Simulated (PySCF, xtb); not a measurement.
C3H7BrSi, SMILES C[SiH](Br)C=C.

xtb with GFN2-xTB at its own geometry gives an orbital gap of 4.33 eV and a dipole moment of 5.60 D.

Coordinates come from a PBE0-D3(BJ)/def2-SVP optimisation. One conformer was computed; it need not be the lowest.

Question: What does PBE0/def2-TZVP (PySCF) give? (Estimate from the structure and the level; the computed values follow.)

Answer: gap 7.39 eV (levels -8.04 and -0.65 eV), dipole 2.06 D.
